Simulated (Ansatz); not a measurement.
Dissociation curve of SeAl (cation, charge +1), lowest triplet found (which spin is the ground state isn't settled by this scan).

- UKS-PBE = unrestricted PBE/cc-pVDZ (Ansatz, a quantum-chemistry and plane-wave program)
- UKS-B3LYP = Ansatz with unrestricted B3LYP/cc-pVDZ
- FCI = full CI/cc-pVDZ, cores with 3d frozen run with Ansatz

Energies relative to the lowest point of each curve between 2.75 and 3.54 Å, where full CI is lowest, in mEh; the last columns give the error against full CI:

```json
[
 {"R / Å": "2.75", "UKS-PBE": "0.2", "UKS-B3LYP": "2.9", "FCI": "3.4", "UKS-PBE − FCI": "-3.2", "UKS-B3LYP − FCI": "-0.5"},
 {"R / Å": "2.85", "UKS-PBE": "0.6", "UKS-B3LYP": "1.5", "FCI": "1.3", "UKS-PBE − FCI": "-0.7", "UKS-B3LYP − FCI": "0.2"},
 {"R / Å": "3.04", "UKS-PBE": "0.0", "UKS-B3LYP": "0.0", "FCI": "0.0", "UKS-PBE − FCI": "0.0", "UKS-B3LYP − FCI": "0.0"},
 {"R / Å": "3.27", "UKS-PBE": "1.9", "UKS-B3LYP": "1.2", "FCI": "1.4", "UKS-PBE − FCI": "0.6", "UKS-B3LYP − FCI": "-0.2"},
 {"R / Å": "3.54", "UKS-PBE": "6.0", "UKS-B3LYP": "4.4", "FCI": "4.6", "UKS-PBE − FCI": "1.3", "UKS-B3LYP − FCI": "-0.2"},
 {"R / Å": "3.82", "UKS-PBE": "10.5", "UKS-B3LYP": "8.3", "FCI": "8.4", "UKS-PBE − FCI": "2.1", "UKS-B3LYP − FCI": "-0.1"},
 {"R / Å": "4.24", "UKS-PBE": "16.7", "UKS-B3LYP": "13.7", "FCI": "13.4", "UKS-PBE − FCI": "3.2", "UKS-B3LYP − FCI": "0.2"},
 {"R / Å": "4.73", "UKS-PBE": "22.0", "UKS-B3LYP": "18.5", "FCI": "17.7", "UKS-PBE − FCI": "4.3", "UKS-B3LYP − FCI": "0.8"},
 {"R / Å": "5.27", "UKS-PBE": "25.6", "UKS-B3LYP": "22.1", "FCI": "20.7", "UKS-PBE − FCI": "5.0", "UKS-B3LYP − FCI": "1.4"},
 {"R / Å": "6.07", "UKS-PBE": "28.0", "UKS-B3LYP": "24.9", "FCI": "22.9", "UKS-PBE − FCI": "5.1", "UKS-B3LYP − FCI": "2.0"},
 {"R / Å": "7.05", "UKS-PBE": "28.3", "UKS-B3LYP": "26.1", "FCI": "—", "UKS-PBE − FCI": "—", "UKS-B3LYP − FCI": "—"},
 {"R / Å": "8.21", "UKS-PBE": "27.6", "UKS-B3LYP": "26.4", "FCI": "—", "UKS-PBE − FCI": "—", "UKS-B3LYP − FCI": "—"}
]
```

UKS-PBE is furthest from FCI at 6.07 (5.1 mEh, above); its mean absolute error over the points is 2.5 mEh.

UKS-B3LYP is furthest from FCI at 6.07 (2.0 mEh, above); its mean absolute error over the points is 0.6 mEh.

A dash means that the run gave no value there, or that the column was ended at a point which the program doubted or which failed a test of continuity chosen for this set; such a test can also cut sound points.

The scan ran from 1.74 to 8.21 Å; beyond the distances shown full CI changes its symmetry label. The unrestricted determinant behind UKS-PBE is spin-contaminated at 6.07 to 8.21 Å (<S²> up to 2.2, against 2.00 for a pure triplet).
